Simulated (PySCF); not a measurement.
Al2(mu-Me)2(Cl)4, C2H6Al2Cl4, singlet, PBE0/def2-SVP optimised geometry.

```
14

Al     1.28     0.00     0.00
Al    -1.28     0.00     0.00
C      0.00    -0.08    -1.67
H      0.85     0.47    -2.12
H     -0.84     0.48    -2.12
H     -0.01    -1.10    -2.08
Cl     2.35     1.81     0.00
Cl     2.35    -1.81     0.00
C      0.00     0.09     1.67
H     -0.85    -0.46     2.12
H      0.00     1.12     2.07
H      0.85    -0.46     2.12
Cl    -2.35     1.81     0.00
Cl    -2.35    -1.81     0.00
```

Density from PBE0/def2-TZVP (PySCF) at that geometry.

Minimum of the electron density along straight lines between bonded atoms, close to the bond critical point (lines longer than 1.1 times the sum of covalent radii, or with two minima, are not listed):

```json
[
 {"bond": "Al1–C3", "length / Å": "2.101", "ρ at the minimum / e bohr⁻³": "0.057", "∇²ρ there / e bohr⁻⁵": "0.18", "position (fraction from the first atom)": "0.40"},
 {"bond": "Al2–C3", "length / Å": "2.101", "ρ at the minimum / e bohr⁻³": "0.057", "∇²ρ there / e bohr⁻⁵": "0.18", "position (fraction from the first atom)": "0.40"},
 {"bond": "C3–H4", "length / Å": "1.109", "ρ at the minimum / e bohr⁻³": "0.258", "∇²ρ there / e bohr⁻⁵": "-0.81", "position (fraction from the first atom)": "0.64"},
 {"bond": "C3–H5", "length / Å": "1.109", "ρ at the minimum / e bohr⁻³": "0.258", "∇²ρ there / e bohr⁻⁵": "-0.81", "position (fraction from the first atom)": "0.64"},
 {"bond": "C3–H6", "length / Å": "1.099", "ρ at the minimum / e bohr⁻³": "0.269", "∇²ρ there / e bohr⁻⁵": "-0.89", "position (fraction from the first atom)": "0.65"},
 {"bond": "Al1–Cl7", "length / Å": "2.108", "ρ at the minimum / e bohr⁻³": "0.074", "∇²ρ there / e bohr⁻⁵": "0.30", "position (fraction from the first atom)": "0.38"},
 {"bond": "Al1–Cl8", "length / Å": "2.108", "ρ at the minimum / e bohr⁻³": "0.074", "∇²ρ there / e bohr⁻⁵": "0.30", "position (fraction from the first atom)": "0.38"},
 {"bond": "Al1–C9", "length / Å": "2.101", "ρ at the minimum / e bohr⁻³": "0.057", "∇²ρ there / e bohr⁻⁵": "0.18", "position (fraction from the first atom)": "0.40"},
 {"bond": "Al2–C9", "length / Å": "2.101", "ρ at the minimum / e bohr⁻³": "0.057", "∇²ρ there / e bohr⁻⁵": "0.18", "position (fraction from the first atom)": "0.40"},
 {"bond": "C9–H10", "length / Å": "1.109", "ρ at the minimum / e bohr⁻³": "0.258", "∇²ρ there / e bohr⁻⁵": "-0.81", "position (fraction from the first atom)": "0.64"},
 {"bond": "C9–H11", "length / Å": "1.099", "ρ at the minimum / e bohr⁻³": "0.269", "∇²ρ there / e bohr⁻⁵": "-0.89", "position (fraction from the first atom)": "0.65"},
 {"bond": "C9–H12", "length / Å": "1.109", "ρ at the minimum / e bohr⁻³": "0.258", "∇²ρ there / e bohr⁻⁵": "-0.81", "position (fraction from the first atom)": "0.64"},
 {"bond": "Al2–Cl13", "length / Å": "2.108", "ρ at the minimum / e bohr⁻³": "0.074", "∇²ρ there / e bohr⁻⁵": "0.30", "position (fraction from the first atom)": "0.38"},
 {"bond": "Al2–Cl14", "length / Å": "2.108", "ρ at the minimum / e bohr⁻³": "0.074", "∇²ρ there / e bohr⁻⁵": "0.30", "position (fraction from the first atom)": "0.38"}
]
```
